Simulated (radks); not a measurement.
Question: Coherent X-ray form factor from a spherical all-electron density. Method: Dirac Kohn-Sham, PBE, spin-unpolarised, spherical densities, finite nucleus; Fermi nuclear charge, rms radius of each element as measured or else 0.836 A^(1/3) + 0.57 fm; computed with a radial shooting solver on a logarithmic mesh with Libxc functionals.

sin(theta)/lambda (1/angstrom)  f0 (electrons)
0.05                                    65.325
0.1                                     63.423
0.15                                    60.602
0.2                                     57.248
0.25                                    53.708
0.3                                     50.230
0.4                                     43.956
0.5                                     38.740
0.6                                     34.391
0.8                                     27.530
1                                       22.605
1.25                                    18.608
1.5                                     16.112
2                                       12.614

The species is in the configuration that NIST lists as its ground one. Which atom or ion scatters so?

Answer: The erbium ion Er2+, [Xe] 4f12. Extrapolating in s^2 from the first two rows gives f0(0) = 66.0, near the electron count 66; among species with that count, the fall with angle is slower the higher Z, and the table is that of Z = 68; from so few rows the species is fixed only to a neighbour or two.
